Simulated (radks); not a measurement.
Results of a calculation; reference values are marked as such.
Species: O-. Configuration: [He] 2s2 2p5. Level of theory: scalar-relativistic Kohn-Sham, r2SCAN, spin-polarised, spherical densities, finite nucleus; open shells are filled with parallel spins first; meta-GGA in the generalised Kohn-Sham scheme; Fermi nuclear charge, rms radius 2.6991 fm; Watson sphere of charge +1 and radius 3.81 bohr (a radial shooting solver on a logarithmic mesh with Libxc functionals).

Normalised radial functions P(r) = r R(r), r in bohr:

r	2p down
0.009765	0.0012
0.01222	0.0019
0.01528	0.0029
0.01897	0.0044
0.02373	0.0068
0.02969	0.0103
0.03685	0.0155
0.0461	0.0234
0.05767	0.0350
0.07215	0.0518
0.08955	0.0747
0.112	0.1075
0.1402	0.1520
0.174	0.2079
0.2176	0.2801
0.2723	0.3655
0.3379	0.4582
0.4228	0.5589
0.5289	0.6512
0.6564	0.7189
0.8212	0.7529
1.027	0.7417
1.275	0.6896
1.595	0.6035
1.996	0.5003
2.477	0.3983
3.099	0.2992
3.877	0.2099
4.812	0.1336
6.02	0.0719

2p down: eigenvalue -3.893 eV, 0 radial nodes, <r> = 1.61 bohr, 90 % of the charge inside 3.04 bohr.
